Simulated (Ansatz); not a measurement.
`C=C[SiH](F)C#N` + CH₄ → `C[SiH](F)C#N` + `C=C` at 500 K and 1 bar (formal exchange of groups at the Si–C bond).

Computed with Ansatz on PBE0-D4/def2-TZVP structures; ΔE is electronic, products minus reactants. CBS: MP2 limit from def2 TZ/QZ plus the TZ coupled-cluster correction, frozen cores. This one scheme is used for every species. Each species was taken in one conformer, which may not be the lowest.

```tsv
species	CCSD(T)/CBS energy (Eh)	H − E (kJ/mol)	S (J/(mol·K))
`C=C[SiH](F)C#N`	-560.17873	213.3	419.7
CH₄	-40.46206	135.6	206.8
`C[SiH](F)C#N`	-522.15876	192.8	392.1
`C=C`	-78.48111	155.1	245.3
```

H − E and S are ideal-gas, rigid-rotor, harmonic terms from PBE0-D4/def2-TZVP, for one conformer and one mirror image of each species. 1 Eh = 2625.50 kJ/mol, R = 8.31446 J/(mol·K).

Question: By hand: ΔE, ΔH, ΔS and ΔG.

Answer: ΔE = (-522.15876) + (-78.48111) − (-560.17873) − (-40.46206) = 0.00092 Eh = 2.4 kJ/mol. Δ(H − E) = 192.8 + 155.1 − 213.3 − 135.6 = -1.0, so ΔH = 1.4 kJ/mol. ΔS = 392.1 + 245.3 − 419.7 − 206.8 = 10.9 J/(mol·K). ΔG = 1.4 − 500 × (10.9)/1000 = -4.1 kJ/mol.

Question: By hand: the equilibrium constant, and the temperature at which ΔG would vanish if ΔH and ΔS stayed fixed.

Answer: log₁₀ K = −ΔG/(RT ln 10) = 0.4. ΔG = 0 at ΔH/ΔS = 128 K, though so small a ΔH makes that figure unsure.

TΔS isn't small against ΔH here. The sign of ΔG lies within the doubt. A doubt of 5 kJ/mol in ΔE shifts log₁₀ K by 0.5 here. Other conformers and mirror images would add mixing entropy, several J/(mol·K) or more a flexible species. These are equilibria of isolated gas molecules and say nothing of rates. Largest T1 diagnostic: 0.013 (customary marks: 0.02 for closed shells, 0.045 for open ones).
